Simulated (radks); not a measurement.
Problem. The mean radii <r> (bohr) of the occupied orbitals of an atom or ion are listed with their occupations. All-electron calculation, Dirac Kohn-Sham, PBE, spin-unpolarised, spherical densities, finite nucleus; Fermi nuclear charge, rms radius of each element as measured or else 0.836 A^(1/3) + 0.57 fm. Program: a radial shooting solver on a logarithmic mesh with Libxc functionals.

| orbital | occ. | <r> |
|---|---|---|
| 1s1/2 | 2 | 0.02781 |
| 2s1/2 | 2 | 0.1194 |
| 2p1/2 | 2 | 0.1008 |
| 2p3/2 | 4 | 0.1064 |
| 3s1/2 | 2 | 0.3218 |
| 3p1/2 | 2 | 0.3122 |
| 3p3/2 | 4 | 0.3236 |
| 3d3/2 | 4 | 0.2947 |
| 3d5/2 | 6 | 0.2983 |
| 4s1/2 | 2 | 0.7644 |
| 4p1/2 | 2 | 0.8011 |
| 4p3/2 | 4 | 0.8295 |
| 4d3/2 | 4 | 0.9595 |
| 4d5/2 | 6 | 0.9713 |
| 5s1/2 | 1 | 1.967 |
| 5p1/2 | 2 | 2.271 |
| 5p3/2 | 1 | 2.351 |

Name the element and its charge. Open shells, if any, fill j = l - 1/2 first.

Solution. Z = 52, tellurium, charge +2: Te2+ in [Kr] 4d10 5s1 5p3. The 1s radius gives Z: for a bare nucleus <r> = (2 gamma + 1)/(2Z) with gamma = sqrt(1 - (Z/c)^2), 0.02741 bohr for Z = 52, and screening makes it slightly larger (0.02781 here). The occupations add up to 50, and the charge is Z minus that.
